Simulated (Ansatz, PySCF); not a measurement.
Al(F)(NHMe)(OH) (CH5AlFNO), SMILES C[NH][Al]([OH])[F]. Atoms are numbered in the order given.

```xyz
10

Al     0.0332     0.5052     0.0000
F     -0.9780     1.8276     0.0000
N     -0.6583    -1.1140     0.0000
C      0.0648    -2.3733     0.0000
H     -1.6664    -1.2430     0.0000
H     -0.1547    -2.9915    -0.8915
H     -0.1547    -2.9915     0.8915
H      1.1493    -2.1819     0.0000
O      1.7183     0.6765     0.0000
H      2.2109     1.4997     0.0000
```

Geometry: r2SCAN-D4/def2-SVP. The structure was generated by enumeration; whether it is a known compound was not checked. The values are those of a single conformer.

Two levels are set side by side: PBE-D3(BJ)/def2-SVP (Ansatz, a first-principles code) and r2SCAN-D4/def2-SVP (Ansatz). Each level has its own optimised geometry; the coordinates shown are those of the second. Frequencies come from the Hessian of PySCF at each geometry. Differences are taken from unrounded values.

| quantity | r2SCAN-D4 | PBE-D3(BJ) | PBE-D3(BJ) minus r2SCAN-D4 |
|---|---|---|---|
| mean bond length (Å) | 1.318 | 1.327 | 0.009 |
| bond Al1–F2 (Å) | 1.665 | 1.678 | 0.013 |
| bond Al1–N3 (Å) | 1.761 | 1.772 | 0.011 |
| bond Al1–O9 (Å) | 1.694 | 1.711 | 0.017 |
| bond N3–C4 (Å) | 1.452 | 1.454 | 0.002 |
| bond N3–H5 (Å) | 1.016 | 1.023 | 0.007 |
| bond C4–H6 (Å) | 1.107 | 1.115 | 0.008 |
| bond C4–H7 (Å) | 1.107 | 1.115 | 0.008 |
| bond C4–H8 (Å) | 1.101 | 1.109 | 0.008 |
| bond O9–H10 (Å) | 0.959 | 0.969 | 0.009 |
| highest harmonic wavenumber (cm⁻¹) | 3961 | 3831 | -130 |
| mean harmonic wavenumber (cm⁻¹) | 1288 | 1254 | -34 |
| zero-point energy (kcal/mol) | 44.18 | 43.02 | -1.16 |
